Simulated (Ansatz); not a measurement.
`B[CH2][Al]([CH3])[CH3]` + `C=C(O)Br` → `C=C(Br)OC` + `B[CH2][AlH][CH3]`  (substitution at a C–Al bond)

Calculated with Ansatz (gas phase, PBE0-D4/def2-TZVP geometries, no zero-point term in ΔE). CCSD(T)/CBS is the MP2 limit (def2-TZVPP, def2-QZVPP) plus CCSD(T) − MP2 in def2-TZVPP, frozen cores. Functionals use def2-TZVPP. B3LYP here is the variant with VWN-RPA as its local correlation; programs differ in this. For Br outer-core shells are correlated without core-valence functions, which leaves a few kJ/mol of doubt a bond. Scalar relativity is left out up to krypton. One conformer a species, not always the lowest.

Is it downhill or uphill in electronic energy at CCSD(T)/CBS, and by how much? (Estimate.)

Computed: Uphill: ΔE = +20.7 kcal/mol.

What do these levels give: B3LYP-D4, ωB97X-V, ωB97M-V, B2PLYP, B3LYP, CCSD/def2-TZVPP? (Best estimate.)

The calculation gave: B3LYP-D4 19.2, ωB97X-V 19.5, ωB97M-V 21.0, B2PLYP 20.0, B3LYP 19.5, CCSD/def2-TZVPP 20.1 kcal/mol.

Largest T1 diagnostic among the species: 0.011.

In def2-TZVPP, CCSD(T) changes the Hartree–Fock value by +2.9 kcal/mol (the triples alone add +0.0 kcal/mol) and MP2 by +4.2 kcal/mol.
